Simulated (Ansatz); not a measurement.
Stepwise reaction of `NB(N)Br` with hydrogen fluoride, as a gas-phase model of exchange steps in deposition or etching. ΔE in kJ/mol; ΔG adds harmonic PBE0-D4 terms to CCSD(T)/CBS, at 1 bar.

Program: Ansatz. Geometries: PBE0-D4/def2-TZVP. ΔE: electronic, gas phase. CBS: MP2 limit from def2 TZ/QZ plus the TZ coupled-cluster correction, frozen cores. This one scheme is used for every species. Functionals use def2-TZVPP. B3LYP here is the variant with VWN-RPA as its local correlation; programs differ in this. For Br outer-core shells are correlated without core-valence functions, which leaves a few kJ/mol of doubt a bond. Scalar relativity is left out up to krypton. Each species was taken in one conformer, which may not be the lowest.

| step | reaction | PBE-D4 | B3LYP-D4 | ωB97M-V | CCSD(T)/CBS | ΔG(400 K) |
| --- | --- | --- | --- | --- | --- | --- |
| 1 | `NB(N)Br` + H–F → `NB(F)Br` + NH₃ | -38.6 | -41.4 | -40.8 | -35.2 | -37.8 |

(1) Give the row of step 2, `NB(F)Br` + H–F → `FB(F)Br` + NH₃. (An estimate is asked.)

(2) By hand: ΔE of the 2 steps together at CCSD(T)/CBS.

Results:

(1) The calculation gave: 
```tsv
step	reaction	PBE-D4	B3LYP-D4	ωB97M-V	CCSD(T)/CBS	ΔG(400 K)
2	`NB(F)Br` + H–F → `FB(F)Br` + NH₃	-15.1	-17.7	-18.1	-14.0	-15.3
```

(2) (-35.2) + (-14.0) = -49.2 kJ/mol, or -24.6 kJ/mol a step.

In ΔE each step is higher than the one before. All are downhill at CCSD(T)/CBS. ΔG lies between -37.8 and -15.3 kJ/mol a step. PBE-D4 differs from CCSD(T)/CBS by -3.4 to -1.1 kJ/mol a step. Isolated molecules leave out the surface, adducts and barriers. Largest T1 diagnostic: 0.011.
